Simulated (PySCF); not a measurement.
C₄H₇NOSi.
Geometry (GFN2-xTB, Å), atoms numbered from 1 in this order:
```
atom  x, y, z in Å
C1    -1.208   -1.320    0.202
C2    -0.770    0.090    0.044
C3    -1.586    1.247    0.024
N4    -0.869    2.326   -0.120
O5     0.422    1.934   -0.199
C6     0.502    0.593   -0.104
Si7    2.225   -0.147   -0.169
H8    -1.416   -1.536    1.250
H9    -2.120   -1.497   -0.366
H10   -0.434   -2.000   -0.142
H11   -2.652    1.313    0.107
H12    3.000    0.600   -1.155
H13    2.085   -1.552   -0.558
H14    2.820   -0.051    1.165
```

NICS is the negative of the GIAO shielding at a point without a nucleus: at the ring centre (0) and 1 Å above and below it (1); zz is the component along the ring normal. Level: GIAO PBE0/pcSseg-1 (PySCF, non-relativistic, gas phase) on the GFN2-xTB geometry, one conformer.

Ring bond lengths (Å), with Mayer bond orders in brackets: C2–C3 1.416 (1.26), C3–N4 1.304 (1.62), N4–O5 1.351 (1.03), O5–C6 1.347 (1.01), C6–C2 1.375 (1.51).

Task: What do the NICS probes read (ppm)?

Result: 
```
          ring                                                     type  NICS(0)  NICS(1), two faces  NICS(1)zz, two faces  rms pucker (Å)  centre to ring atoms, mean (Å)
C2–C3–N4–O5–C6  5-membered ring with N and O; formal bonds all aromatic    -11.4       -11.5 / -11.6         -28.2 / -28.3            0.00                            1.16
```

Task: What do they say, and how far can they be read as aromaticity?

Result: 
- C2–C3–N4–O5–C6: mean NICS(1)zz -28.2 ppm, shielded, aromatic by this magnetic criterion (flat ring, no four-coordinate atom).

Task: How equal are the bonds by HOMA? HOMA takes Krygowski's 1993 parameters.

Result: 
- C2–C3–N4–O5–C6: HOMA 0.60; the largest term is that of O5–C6, α(R − Ropt)² = 1.06.

Task: What is the mean of the two in-plane components of NICS at the second NICS(1) probe listed for ring C2–C3–N4–O5–C6, 1 Å off the ring?

Result: The isotropic value is a third of the trace: (3 × -11.6 − (-28.3))/2 = -3.2 ppm.

Task: What are the shieldings of the ring atoms and their hydrogens in the same run (means over atoms taken as equivalent)?

Result: 
```json
{"atoms": "C2", "environment": "substituted aromatic carbon", "σ isotropic (ppm)": "53.7", "principal values of the symmetric part, first atom (ppm)": "-31.6, 52.3, 140.4"}
{"atoms": "C3", "environment": "aromatic CH next to a ring nitrogen", "σ isotropic (ppm)": "32.3", "principal values of the symmetric part, first atom (ppm)": "-76.6, 48.9, 124.6"}
{"atoms": "N4", "environment": "pyridine-type nitrogen", "σ isotropic (ppm)": "-174.8", "principal values of the symmetric part, first atom (ppm)": "-423.9, -169.0, 68.5"}
{"atoms": "O5", "environment": "ring oxygen", "σ isotropic (ppm)": "-92.8", "principal values of the symmetric part, first atom (ppm)": "-219.7, -191.6, 133.0"}
{"atoms": "C6", "environment": "substituted aromatic carbon", "σ isotropic (ppm)": "18.6", "principal values of the symmetric part, first atom (ppm)": "-58.3, 4.0, 110.1"}
{"atoms": "H11", "environment": "aromatic hydrogen", "σ isotropic (ppm)": "23.48", "principal values of the symmetric part, first atom (ppm)": "21.6, 22.3, 26.6"}
```
